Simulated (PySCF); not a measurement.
**Multinuclear NMR of 4-(trifluoromethyl)pyridine**

Numbering as in the mapped SMILES `[F:1][C:2]([F:3])([F:4])[c:5]1[cH:6][cH:7][n:8][cH:9][cH:10]1` (H(Xn): hydrogen on atom n).

Calculated, not measured (PySCF 2.14): couplings computed with B3LYP/pcJ-1 (spin–dipole term only in couplings to heteroatoms), shielding tensors at PBE0/pcSseg-1 (GIAO), geometry from PBE0-D3(BJ)/def2-SVP. One averaged value for each set of equivalent atoms, a single conformation, non-relativistic, in vacuum.

(1) What are the ¹⁹F shifts?

(2) Predict the ¹⁵N NMR data.

Answers

(1) 
```tsv
atoms	environment	σ (ppm)	δ (ppm)
F1/F3/F4	fluorine of a CF3 group	255.8	-65.3
```

Shieldings were converted by a linear fit to measured shifts: ¹⁹F: δ = 160.63 − 0.942σ +14.9 on sp3 carbon (rms 6.9 ppm, 221 shifts, 7.7 ppm with the 5 outliers that the fit left out vs CFCl3, solution or neat liquid). A few per cent of atoms miss by over 2 rms, more outside the fitted compound classes. Couplings are scaled by factors fitted to measured values: ³J(H,H) × 0.91 (rms 0.4 Hz, 0.5 with 2 outliers), ¹J(C,F) × 0.77 (rms 7.3 Hz), ²J(C,F) × 1.09 (rms 1.9 Hz, 5.0 with 1 outliers), ³J(C,F) × 1.48 (rms 1.3 Hz); all others are unscaled and can be 10–30 % off.

Couplings (the largest are listed; each averaged over equivalent pairs): ¹J(F1,C2) = -260.7 Hz, ²J(F1,F3) = 71.0 Hz, ²J(F1,C5) = 40.0 Hz, ³J(F1,C6) = 5.1 Hz.

On a 400 MHz spectrometer ¹⁹F resonates near 376.4 MHz, so 1 ppm is 376.4 Hz.

(2) 
```tsv
atoms	environment	σ (ppm)	δ (ppm)
N8	pyridine-type ring nitrogen	-109.0	-50.6
```

Shieldings were converted by a linear fit to measured shifts: ¹⁵N (scatter 7.2 ppm rms vs CH3NO2, solution or neat liquid). Occasional misses reach two or three times the rms, and more in compound classes unlike the fitted ones. Couplings are scaled by factors fitted to measured values: ³J(H,H) × 0.91 (rms 0.4 Hz, 0.5 with 2 outliers), ¹J(C,F) × 0.77 (rms 7.3 Hz), ²J(C,F) × 1.09 (rms 1.9 Hz, 5.0 with 1 outliers), ³J(C,F) × 1.48 (rms 1.3 Hz); all others are unscaled and can be 10–30 % off.

Couplings (the largest are listed; each averaged over equivalent pairs): ²J(N8,H(C7)) = -12.8 Hz, ³J(N8,H(C6)) = -1.3 Hz. Signs are for ¹⁵N, whose magnetogyric ratio is negative.

On a 300 MHz spectrometer ¹⁵N resonates near 30.4 MHz, so 1 ppm is 30.4 Hz.
